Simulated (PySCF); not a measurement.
PySCF input for H6InN3, SMILES [NH2][In]([NH2])[NH2], IEF-PCM-PBE0/def2-SVP. Coordinates come from a B3LYP-D3(BJ)/def2-SVP optimisation. The def2 effective core potentials stand for the cores of In; spin–orbit coupling is left out. Other conformers were not sampled.

```python
import numpy as np
from pyscf import gto, scf, dft
from pyscf.solvent import pcm

mol = gto.M(
    atom='''
    In    0.01316653   -0.00397787    0.00000000
    N     0.08294910    2.05033703   -0.00000023
    H    -0.32574959    2.49345938    0.82220801
    H    -0.32574959    2.49345919   -0.82220858
    N    -0.11844118   -1.01017506    1.78736936
    H     0.31168443   -0.53303994    2.57902786
    H     0.23025155   -1.96791375    1.77810195
    N    -0.11844118   -1.01017546   -1.78736914
    H     0.23025156   -1.96791415   -1.77810151
    H     0.31168442   -0.53304051   -2.57902774
    ''',
    basis='def2-SVP',
    ecp={'In': 'def2-svp'},
    charge=0,
    spin=0,
    max_memory=1600,
    verbose=3,
)
mf = dft.RKS(mol, xc='pbe0').density_fit(auxbasis='def2-universal-jkfit')
mf.grids.level = 3
mf.conv_tol = 1e-9
mf.max_cycle = 100
mf.kernel()
res = {}
for name, eps in {'water': 78.355, 'ethylethanoate': 5.9867, 'toluene': 2.3741}.items():
    s = mf.PCM()
    s.with_solvent.method, s.with_solvent.eps, s.with_solvent.lebedev_order = 'IEF-PCM', eps, 29
    s.kernel(mf.make_rdm1())
    res[name] = (s.e_tot, eps, s.dip_moment(), s.mo_energy, s.converged)
    print(f'{name}: electrostatic solvation free energy {(s.e_tot - mf.e_tot) * 627.509474:.3f} kcal/mol')
```

Log of the run:

```
converged SCF energy = -357.676510349877

WARN: PCM is an experimental feature. It is still in testing.
Features and APIs may be changed in the future.

converged SCF energy = -357.691883144877
Dipole moment(X, Y, Z, Debye):  1.44657, -0.23602,  0.00000
water: electrostatic solvation free energy -9.647 kcal/mol

WARN: PCM is an experimental feature. It is still in testing.
Features and APIs may be changed in the future.

converged SCF energy = -357.688183491706
Dipole moment(X, Y, Z, Debye):  1.34684, -0.22495,  0.00000
ethylethanoate: electrostatic solvation free energy -7.325 kcal/mol

WARN: PCM is an experimental feature. It is still in testing.
Features and APIs may be changed in the future.

converged SCF energy = -357.68348877613
Dipole moment(X, Y, Z, Debye):  1.23735, -0.21065,  0.00000
toluene: electrostatic solvation free energy -4.379 kcal/mol
```

The run converged.

Cost: very roughly 100 core-seconds.
